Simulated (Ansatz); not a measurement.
Isolated molecules relaxed with PBE0-D4/def2-TZVP in Ansatz; ΔE leaves out vibrations. CCSD(T)/CBS is the MP2 limit (def2-TZVPP, def2-QZVPP) plus CCSD(T) − MP2 in def2-TZVPP, frozen cores. This one scheme is used for every species, atoms too. DFT in def2-TZVPP. Open shells (•) are unrestricted, without spin–orbit coupling. Spin–orbit coupling would lower the free atoms: a little for B, C, S, Si. Each species was taken in one conformer, which may not be the lowest.

Consider the atomization: `BS[SiH2]C` → B• + C• + 7 H• + S• + Si•.

`BS[SiH2]C`:

```xyz
11

B    -2.518    0.329   -0.600
S    -0.873    0.758   -1.105
Si    0.270   -0.277    0.411
C     2.078    0.022    0.077
H    -2.714   -0.361    0.356
H    -3.416    0.759   -1.255
H    -0.126    0.249    1.742
H    -0.060   -1.723    0.346
H     2.691   -0.488    0.824
H     2.358   -0.356   -0.909
H     2.310    1.088    0.114
```

```csv
level,ΔE (eV),difference from CCSD(T)/CBS
LDA (SPW92),43.74,4.57
revPBE-D4,38.79,-0.38
r2SCAN-D4,39.44,0.27
B97M-V,39.57,0.40
PBE0-D4,39.23,0.06
CAM-B3LYP-D4,39.34,0.17
ωB97M-V,39.43,0.26
PBE-QIDH,39.07,-0.10
PBE,39.22,0.05
PBE0,39.03,-0.14
HF/def2-SVP,30.32,-8.85
MP2/def2-SVP,37.15,-2.02
CCSD(T)/def2-TZVPP,38.27,-0.90
HF/def2-QZVPP,30.29,-8.88
MP2/CBS(def2),39.39,0.22
CCSD/CBS(def2),38.74,-0.43
CCSD(T)/CBS,39.17,0
```

Largest T1 diagnostic among the species: 0.014.

At CCSD(T), def2-SVP lies −2.10 eV from the extrapolated value and def2-TZVPP −0.90 eV: correlation converges slowly with the basis, and small sets miss more of it in the bonded molecule than in its fragments. The D4 term adds +0.39 eV with B3LYP and +0.20 eV with PBE0; it sums over pairs of atoms, weighted by their polarisabilities, and B3LYP, whose exchange is more repulsive, gets the larger term.

B3LYP here is the variant with VWN-RPA as its local correlation; programs differ in this.

For atomizations the MP2-based limit and the directly extrapolated one differ by several kJ/mol either way, and by 10 to 25 for some Ge, Se and Sn compounds, so smaller differences from it don't rank the levels.
